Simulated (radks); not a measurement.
The numbers below are computed, except where a source is named.
Numerical settings for neutral praseodymium, [Xe] 4f3 6s2. Level of theory: scalar-relativistic Kohn-Sham, PBE, spin-polarised, spherical densities, finite nucleus; open shells are filled with parallel spins first (spin-orbit coupling, left out, can overturn this in heavy ions); Fermi nuclear charge, rms radius 4.8919 fm (a radial shooting solver on a logarithmic mesh with Libxc functionals). The defaults (mesh step 0.008 in ln r, mesh end at 40 bohr or more with all orbitals vanishing there, Anderson mixing 0.5 over 9 steps, residual threshold near 1e-9 with the energy settled to 1e-9 hartree or 1e-11 of itself, here a cap of 68 iterations) give E = -9236.9123 hartree and 4f at -1.846 eV in 15 iterations. Run on one thread of a shared host, so times are rough (Arm Neoverse V1): 0.27 s of CPU time, 0.27 s wall, 15 iterations on 2440 mesh points. Changes against that run (0 stands for a change within the tolerance of the run):

setting                     iterations  converged  E (mhartree)  e(4f) (meV)  CPU (s)
mesh step in ln r 0.08               5         no      diverged            -     0.03
mesh step in ln r 0.005             18        yes             0            0     0.46
mesh step in ln r 0.02              14        yes     +0.000555            0     0.11
mesh end (bohr) 8                   15        yes         +26.7         +888     0.24
mesh end (bohr) 12                  15        yes        +0.725          +59     0.25
residual threshold 0.001             9        yes             0        -0.64     0.19
residual threshold 0.01              9        yes             0        -0.64     0.19
mixing 0.01                         67        yes             0            0        1
linear mixing, mixing 0.2           68         no             0            0     0.92
linear mixing, mixing 0.05          68         no         +2.62        -53.1      1.1
mixing history 20                   21        yes             0            0     0.34
iteration cap 2                      2         no          +155    -3.74e+03     0.05

Settings that end as converged yet miss the energy by more than 1 mhartree: mesh end (bohr) 8 (+0.0267 hartree). A mesh that ends early acts as a hard wall.
